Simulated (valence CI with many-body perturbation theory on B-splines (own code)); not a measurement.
Pt³⁷⁺: calculated level list

Level of theory: configuration interaction combined with many-body perturbation theory (CI+MBPT): five valence electrons over a frozen Dirac-Fock core [Kr], radial functions for each j: 7 s, 7 p, 8 d, 6 f, 4 g, 1 h, with the one-electron correlation potential Σ1, the two-electron term Σ2, the three-electron term Σ3, Breit, model QED; selected CI, second order for the rest (own B-spline code, finite nucleus).

No measured spectrum was set against this ion. As an estimate, large intervals hold to a few tenths of a per cent, small ones and those within an open d or f shell to about a per cent. Only levels of the ground parity were solved; by the run's estimate the other parity begins above the list, which can be wrong where configurations are misplaced.

Levels 1 to 37 of 37, with energies above the lowest level, (4d3/2^4 4d5/2) J=5/2. "Leading %" is the weight of the configuration and term that name the level; weights of strongly mixed levels are sums over their largest components and can fall short. In the jj column 3d3/2^4 stands for four electrons in 3d with j = 3/2. Lifetimes count E1, E2, E3, M1 and M2 decay at the calculated energies, and are blank where another channel may lead or the interval is too uncertain; long ones can be off by a factor of two.

| No. | Configuration | Term | J | E (eV) | Leading % | Lifetime | g | Second component | Leading jj |
| --- | --- | --- | --- | --- | --- | --- | --- | --- | --- |
| 1 | 4d⁵ | ⁴P | 5/2 | 0.000 | 26 |  | 1.320 | 23 % 4d⁵ ²D | 4d3/2^4 4d5/2 (95 %) |
| 2 | 4d⁵ | ⁶S | 5/2 | 18.120 | 37 | 9.09 μs | 1.342 | 22 % 4d⁵ ²F | 4d3/2^3 4d5/2^2 (91 %) |
| 3 | 4d⁵ | ⁴G | 7/2 | 23.090 | 34 | 17.5 μs | 1.166 | 24 % 4d⁵ ²F | 4d3/2^3 4d5/2^2 (99 %) |
| 4 | 4d⁵ | ⁴D | 3/2 | 23.665 | 40 | 7.46 μs | 1.174 | 29 % 4d⁵ ⁴P | 4d3/2^3 4d5/2^2 (98 %) |
| 5 | 4d⁵ | ²H | 11/2 | 24.136 | 43 |  | 1.110 | 34 % 4d⁵ ⁴G | 4d3/2^3 4d5/2^2 (98 %) |
| 6 | 4d⁵ | ²G | 9/2 | 25.881 | 30 | 6.02 ms | 1.140 | 30 % 4d⁵ ⁴G | 4d3/2^3 4d5/2^2 (96 %) |
| 7 | 4d⁵ | ²D | 5/2 | 27.117 | 30 | 176 μs | 1.135 | 29 % 4d⁵ ⁴D | 4d3/2^3 4d5/2^2 (93 %) |
| 8 | 4d⁵ | ⁴P | 1/2 | 28.231 | 43 | 785 μs | 1.795 | 29 % 4d⁵ ²S | 4d3/2^3 4d5/2^2 (90 %) |
| 9 | 4d⁵ | ²F | 7/2 | 29.032 | 40 | 281 μs | 1.078 | 32 % 4d⁵ ²G | 4d3/2^3 4d5/2^2 (97 %) |
| 10 | 4d⁵ | ²D | 3/2 | 35.415 | 59 | 58.7 μs | 0.792 | 22 % 4d⁵ ⁴F | 4d3/2^3 4d5/2^2 (88 %) |
| 11 | 4d⁵ | ⁶S | 5/2 | 40.973 | 32 | 3.93 μs | 1.297 | 28 % 4d⁵ ²D | 4d3/2^2 4d5/2^3 (90 %) |
| 12 | 4d⁵ | ⁴D | 7/2 | 44.354 | 52 | 7.32 μs | 1.215 | 41 % 4d⁵ ⁴G | 4d3/2^2 4d5/2^3 (99 %) |
| 13 | 4d⁵ | ²I | 11/2 | 45.039 | 50 | 10.7 μs | 1.091 | 48 % 4d⁵ ⁴G | 4d3/2^2 4d5/2^3 (98 %) |
| 14 | 4d⁵ | ⁴G | 9/2 | 45.666 | 60 | 10.9 μs | 1.146 | 36 % 4d⁵ ²G | 4d3/2^2 4d5/2^3 (96 %) |
| 15 | 4d⁵ | ⁴D | 1/2 | 46.930 | 77 | 5.88 μs | 0.491 | 16 % 4d⁵ ²S | 4d3/2^2 4d5/2^3 (97 %) |
| 16 | 4d⁵ | ²I | 13/2 | 47.503 | 100 | 52.2 μs | 1.072 |  | 4d3/2^2 4d5/2^3 (100 %) |
| 17 | 4d⁵ | ⁴P | 3/2 | 47.867 | 53 | 3.89 μs | 1.178 | 34 % 4d⁵ ⁴F | 4d3/2^2 4d5/2^3 (97 %) |
| 18 | 4d⁵ | ²F | 5/2 | 48.290 | 42 | 7.25 μs | 1.020 | 31 % 4d⁵ ⁴D | 4d3/2^2 4d5/2^3 (96 %) |
| 19 | 4d⁵ | ²H | 9/2 | 50.846 | 52 | 5.75 μs | 1.108 | 47 % 4d⁵ ⁴F | 4d3/2^2 4d5/2^3 (99 %) |
| 20 | 4d⁵ | ²G | 7/2 | 51.610 | 61 | 20.0 μs | 0.987 | 35 % 4d⁵ ²F | 4d3/2^2 4d5/2^3 (99 %) |
| 21 | 4d⁵ | ⁴F | 5/2 | 52.160 | 63 | 5.67 μs | 1.051 | 26 % 4d⁵ ²D | 4d3/2^2 4d5/2^3 (98 %) |
| 22 | 4d⁵ | ²D | 3/2 | 52.553 | 85 | 14.1 μs | 0.854 | 11 % 4d⁵ ⁴D | 4d3/2^2 4d5/2^3 (88 %) |
| 23 | 4d⁵ | ⁴P | 1/2 | 54.762 | 42 | 7.12 μs | 1.778 | 37 % 4d⁵ ²P | 4d3/2^2 4d5/2^3 (84 %) |
| 24 | 4d⁵ | ²G | 7/2 | 55.094 | 46 | 10.3 μs | 1.039 | 34 % 4d⁵ ²F | 4d3/2^2 4d5/2^3 (95 %) |
| 25 | 4d⁵ | ²G | 9/2 | 58.439 | 78 | 18.3 μs | 1.105 | 12 % 4d⁵ ²H | 4d3/2^2 4d5/2^3 (96 %) |
| 26 | 4d⁵ | ²P | 3/2 | 64.129 | 74 |  | 1.188 | 24 % 4d⁵ ²D | 4d3/2^2 4d5/2^3 (97 %) |
| 27 | 4d⁵ | ²D | 5/2 | 65.340 | 70 | 7.18 μs | 1.221 | 13 % 4d⁵ ⁴D | 4d3/2^2 4d5/2^3 (82 %) |
| 28 | 4d⁵ | ²F | 5/2 | 67.869 | 31 | 2.58 μs | 1.194 | 30 % 4d⁵ ⁴P | 4d3/2 4d5/2^4 (86 %) |
| 29 | 4d⁵ | ²F | 7/2 | 71.299 | 29 | 3.53 μs | 1.189 | 28 % 4d⁵ ⁴F | 4d3/2 4d5/2^4 (99 %) |
| 30 | 4d⁵ | ²H | 11/2 | 72.451 | 56 | 4.36 μs | 1.073 | 27 % 4d⁵ ²I | 4d3/2 4d5/2^4 (99 %) |
| 31 | 4d⁵ | ²D | 3/2 | 72.467 | 31 | 2.82 μs | 0.981 | 30 % 4d⁵ ⁴D | 4d3/2 4d5/2^4 (97 %) |
| 32 | 4d⁵ | ²G | 9/2 | 75.014 | 55 | 5.02 μs | 1.116 | 17 % 4d⁵ ²H | 4d3/2 4d5/2^4 (96 %) |
| 33 | 4d⁵ | ²D | 5/2 | 76.755 | 62 | 4.40 μs | 1.111 | 22 % 4d⁵ ²F | 4d3/2 4d5/2^4 (91 %) |
| 34 | 4d⁵ | ²G | 7/2 | 78.020 | 54 | 4.96 μs | 1.009 | 34 % 4d⁵ ²F | 4d3/2 4d5/2^4 (97 %) |
| 35 | 4d⁵ | ²P | 1/2 | 80.971 | 52 | 4.78 μs | 1.254 | 34 % 4d⁵ ²S | 4d3/2 4d5/2^4 (90 %) |
| 36 | 4d⁵ | ²D | 3/2 | 87.467 | 75 | 3.49 μs | 0.867 | 17 % 4d⁵ ²P | 4d3/2 4d5/2^4 (94 %) |
| 37 | 4d⁵ | ²D | 5/2 | 97.981 | 41 | 1.98 μs | 1.154 | 23 % 4d⁵ ²F | 4d5/2^5 (94 %) |

The ionisation energy to 4d⁴ ³P0 of the next ion comes out as 1681.2 eV (NIST: 1680 ± 4 eV (theoretical)). All 37 levels together are meant to be complete up to 101.901 eV.
